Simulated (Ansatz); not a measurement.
TaSCl₃, SMILES [S]=[Ta]([Cl])([Cl])[Cl], multiplicity 1.

Coordinates come from a B3LYP-D3(BJ)/def2-SVP optimisation. The multiplicity is an assumed one; no other spin state was optimised. The structure was generated by enumeration; whether it is a known compound was not checked. The def2 effective core potentials stand for the cores of Ta; spin–orbit coupling is left out.

Two levels are set side by side: PBE/def2-SVPD (Ansatz, an electronic-structure program) and PBE0/def2-SVPD (Ansatz). Energy differences of separate SCF runs at the same geometry; the states with an electron removed or added have multiplicity 2 and 2. Differences are taken from unrounded values.

```json
[
 {"quantity": "vertical ionisation energy (eV)", "PBE0": "10.28"},
 {"quantity": "vertical electron affinity (eV)", "PBE0": "1.65"},
 {"quantity": "vertical singlet–triplet gap (eV)", "PBE0": "3.20"}
]
```

**Question.** What does PBE give, and how far is it from PBE0? (Estimate from the structure and the level; the computed values follow.)

**Answer.** 
```csv
quantity,PBE,PBE minus PBE0
vertical ionisation energy (eV),10.05,-0.23
vertical electron affinity (eV),1.34,-0.32
vertical singlet–triplet gap (eV),3.41,0.22
```
